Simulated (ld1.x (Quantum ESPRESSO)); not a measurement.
What the settings do to the TM potential of Bi

Base potential:

- Element: Bi
- Generator: ld1.x (Quantum ESPRESSO) 7.5
- Type: norm-conserving Troullier–Martins (Kleinman–Bylander form)
- Functional: PBE
- Relativity: scalar-relativistic
- Frozen core: [Xe] 4f14
- Valence charge: 15
- Reference configuration: 5d10 6s2 6p3
- Partial waves: 6s (bound): rc 1.80 bohr; 6p (bound): rc 2.10 bohr; 5d (bound): rc 1.15 bohr
- Local potential: the d channel
- Core correction: none

All-electron outer shells of the reference configuration (PBE, scalar-relativistic, ld1.x):

```
shell  level (eV)  outermost node (bohr)  outermost maximum (bohr)
   4f     -152.59                      –                      0.34
   5p      -95.86                   0.48                      0.86
   5d      -27.08                   0.51                      1.03
   6s      -14.48                   0.98                      1.88
   6p       -4.57                   1.14                      2.44
```

Cutoffs, loose and tight: the cutoffs (Ry, on a coarse ladder) from which the occupation-weighted sum of valence levels, in a spherical-Bessel basis at the reference potential, stays within 10 and 1 mRy of its value at 400 Ry. They do not see the model core or the augmentation charge, which bear on the density cutoff. Test errors are all-electron minus pseudo excitation energies from the reference, over the configurations 5d10 6s2 6p2; 5d10 6s2 6p1; 5d10 6s2 6p0; 5d10 6s1 6p4; 5d10 6s2 6p3.3; 5d9 6s2 6p3; 5d10 6s1 6p3. A dash means not determined; rows that change the core or the reference have their own tests. The largest error is taken over the tests solved by every variant that gives reliable tests at all: 5d10 6s1 6p3; 5d10 6s1 6p4; 5d10 6s2 6p0; 5d10 6s2 6p2; 5d10 6s2 6p3.3.

A true bound ghost makes a file unfit for plane-wave use even where its test errors are small: the radial tests pick states by their node count and pass the ghost by. Where a test does run into it, the solver fails or the error is huge.

```csv
change,outcome,"cutoff, loose","cutoff, tight",bound ghosts,largest test error (meV)
base,generated,90 Ry,120 Ry,"s, p",-22
wave 6p (bound): rc 2.10 bohr becomes 6p (bound): rc 1.88 bohr,generated,90 Ry,120 Ry,"s, p",-33
wave 6p (bound): rc 2.10 bohr becomes 6p (bound): rc 2.08 bohr,generated,90 Ry,120 Ry,"s, p",-22
wave 6p (bound): rc 2.10 bohr becomes 6p (bound): rc 2.44 bohr,generated,90 Ry,120 Ry,"s, p",-20
wave 6p (bound): rc 2.10 bohr becomes 6p (bound): rc 2.60 bohr,generated,90 Ry,120 Ry,"s, p",-20
wave 6p (bound): rc 2.10 bohr becomes 6p (bound): rc 2.86 bohr,generated,90 Ry,120 Ry,"s, p",-31
wave 6p (bound): rc 2.10 bohr becomes 6p (bound): rc 3.10 bohr,generated,90 Ry,120 Ry,"s, p",-55
```

(1) What comes out with this change to the base: wave 6p (bound): rc 2.10 bohr becomes 6p (bound): rc 1.68 bohr?

## Answers

(1) outcome: generated; cutoff, loose: 100 Ry; cutoff, tight: 140 Ry; bound ghosts: s, p; largest test error (meV): -55.

Reading the sweep of the p radius (base included, trends over the rows without a ghost): Bound ghosts are found at 1.68, 1.88, 2.08, 2.1, 2.44, 2.6, 2.86, 3.1 bohr. Every judged row has one, so this setting neither creates nor removes them.
